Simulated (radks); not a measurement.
The numbers below are computed, except where a source is named.
Problem. Spherical quantum dot in the effective-mass picture: electrons in a parabolic well V = omega^2 r^2 / 2 with omega = 1.55, with a point charge +1 (a donor) at the centre, all in effective atomic units (hartree* = m*/eps^2 hartree, bohr* = eps/m* bohr), one dielectric constant everywhere. Level of theory: non-relativistic Kohn-Sham, LDA (Slater exchange, Perdew-Wang correlation), spin-polarised, spherical densities (a radial shooting solver with Libxc functionals). Levels are named by radial order and angular momentum (1s, 1p, 1d, 2s, ...), and open shells are averaged over m. Each electron was tried in the lowest free levels, single moves between levels near the top were tried too, and the lowest total energy was kept; such a search can miss a lower state. Give the order in which the levels fill up to N = 23, the shell closures and the spin along the way.

Solution. Shells are first occupied in the order 1s, 1p, 2s, 1d, 1f. Open shells at each N (closed shells left out): 1: 1s(up 1, down 0); 2: none; 3: 1p(up 1, down 0); 4: 1p(up 2, down 0); 5: 1p(up 3, down 0); 6: 1p(up 3, down 1); 7: 1p(up 3, down 2); 8: none; 9: 2s(up 1, down 0); 10: none; 11: 1d(up 1, down 0); 12: 1d(up 2, down 0); 13: 1d(up 3, down 0); 14: 1d(up 4, down 0); 15: 1d(up 5, down 0); 16: 1d(up 5, down 1); 17: 1d(up 5, down 2); 18: 1d(up 5, down 3); 19: 1d(up 5, down 4); 20: none; 21: 1f(up 1, down 0); 22: 1f(up 2, down 0); 23: 1f(up 3, down 0). All shells are closed at N = 2, 8, 10, 20 (there: 1s2 1p6 1d10 2s2). Largest 2S: 5, at N = 15.
